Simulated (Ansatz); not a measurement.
This geometry of C2H4SSeSi (9 atoms, charge 0, multiplicity 1) is a first-order saddle point.

The calculation used RKS PBE/def2-SVP in Ansatz 0.2.0.

```xyz
9
Properties=species:S:1:pos:R:3
S 0.376 2.222 -0.446
C 0.334 0.474 -0.213
C 1.314 -0.408 -0.564
Se 0.817 -2.242 -0.106
Si -0.875 -0.768 0.506
H -0.846 2.479 0.095
H 2.287 -0.206 -1.045
H -2.177 -0.933 -0.226
H -1.142 -0.663 1.982
```

Problem. Which two structures does it join? (They come from a converged band through this point; their orientation in space is the band's.)

Solution. No bond is made or broken. The dihedral H6–S1–C2–Si5 goes from -46 to 46°. The two ends are copies of one structure, up to a mirror image or an exchange of like atoms.

First end point:

```xyz
9
Properties=species:S:1:pos:R:3
S 0.461 2.233 -0.168
C 0.304 0.474 -0.176
C 1.249 -0.397 -0.634
Se 0.757 -2.243 -0.247
Si -0.853 -0.785 0.604
H -0.857 2.515 -0.378
H 2.206 -0.168 -1.137
H -2.231 -0.920 0.016
H -0.947 -0.756 2.103
```

Last end point:

```xyz
9
Properties=species:S:1:pos:R:3
S 0.208 2.171 -0.681
C 0.282 0.469 -0.220
C 1.303 -0.384 -0.525
Se 0.869 -2.216 -0.021
Si -0.922 -0.802 0.464
H -0.464 2.611 0.421
H 2.264 -0.153 -1.019
H -2.159 -1.048 -0.353
H -1.294 -0.694 1.917
```

Problem. How far does it lie above each of them?

Solution. 1.1 kJ/mol above the first and 1.1 kJ/mol above the second. This is the barrier of this one path; another mechanism may lie lower.

Time of the run: 64 s on 2 threads of Arm Neoverse V2, on a shared host, peak memory 0.16 GiB.
